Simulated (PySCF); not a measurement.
I(2+) (iodine, charge +2) across methods

[Kr] 4d10 5s1 5p4, high-spin 4P determinant (an excited configuration). Computed with PySCF 2.14 in aug-cc-pwCVTZ-DK3, with scalar relativity by spin-free X2C-1e.

```tsv
method	E (hartree)	mean ε 5s α (eV)	mean ε 5p α (eV)	mean ε 5p β (eV)	Σ⟨r²⟩ (bohr²)	⟨S²⟩
PBE	-7113.44	-37.777	-26.110	-23.807	42.73	3.753
LDA	-7107.32	-37.946	-26.199	-24.028	42.67	3.752
CAM-B3LYP	-7114.24	-41.755	-28.799	-26.099	42.84	3.752
M06-2X	-7114.52	-42.629	-29.005	-25.173	42.71	3.758
UHF	-7111.00958	-46.346	-31.102	-25.908	43.28	3.759
wB97M-V	-7113.37	-42.830	-29.775	-26.798	42.87	3.753
r2SCAN	-7113.87	-38.766	-26.656	-23.817	42.73	3.756
PBE0	-7113.52	-40.155	-27.561	-24.666	42.74	3.753
```
